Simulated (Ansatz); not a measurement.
Basis sets compared for `c1sc(-c2sc(-c3scc4c3OCCO4)c3c2OCCO3)c2c1OCCO2`. The state is a singlet with charge 0. Geometry r2SCAN-D4/def2-SVP. Ansatz on 2 threads of AMD EPYC 7R13 on a shared host and a share (18 GiB) of an NVIDIA H100 80GB HBM3; times are rough, and most runs start from earlier orbitals.

Cartesian coordinates in Å:
```
C -3.995 0.721 2.752
S -3.270 -0.348 1.606
C -1.920 0.731 1.323
C -0.880 0.409 0.384
S -0.286 -1.228 0.213
C 0.822 -0.786 -1.069
C 1.683 -1.735 -1.712
S 2.840 -1.289 -2.950
C 3.409 -2.912 -3.119
C 2.744 -3.767 -2.271
C 1.768 -3.101 -1.473
O 0.993 -3.749 -0.561
C 1.508 -5.039 -0.241
C 1.908 -5.779 -1.502
O 2.969 -5.106 -2.173
C 0.731 0.579 -1.311
C -0.229 1.251 -0.506
O -0.501 2.575 -0.652
C 0.003 3.092 -1.879
C 1.428 2.632 -2.113
O 1.476 1.215 -2.255
C -2.062 1.871 2.100
C -3.247 1.865 2.903
O -3.569 2.895 3.732
C -2.458 3.752 3.989
C -1.707 4.064 2.709
O -1.153 2.878 2.152
H -4.921 0.462 3.264
H 4.192 -3.163 -3.833
H 2.384 -4.935 0.428
H 0.710 -5.573 0.294
H 1.033 -5.867 -2.175
H 2.275 -6.788 -1.263
H -0.046 4.188 -1.802
H -0.639 2.762 -2.719
H 2.068 2.944 -1.266
H 1.832 3.055 -3.044
H -1.773 3.270 4.714
H -2.866 4.669 4.439
H -2.389 4.539 1.977
H -0.865 4.744 2.907
```

Single mean-field runs in def2-SVP, def2-TZVP are fitted with def2-universal-jkfit.

Binding counts from free atoms (C triplet, S triplet, O triplet, H doublet) in the same basis, without a counterpoise term.

```tsv
level	functions	energy (Eh)	HOMO (eV)	LUMO (eV)	binding per atom (eV)	wall time
PBE-D4/def2-SVP	460	-2337.2208	-3.99	-1.72	5.20	6 s
PBE0-D4/def2-SVP	460	-2337.3477	-4.93	-1.19	5.04	4.5 s
```

Q: Estimate the rows for PBE-D4/def2-TZVP, PBE0-D4/def2-TZVP (with forces).

A: 
```tsv
level	functions	energy (Eh)	HOMO (eV)	LUMO (eV)	binding per atom (eV)	wall time
PBE-D4/def2-TZVP	939	-2338.8986	-4.07	-1.82	5.11	6 s
PBE0-D4/def2-TZVP (with forces)	939	-2339.0193	-4.93	-1.23	4.96	9 s
```
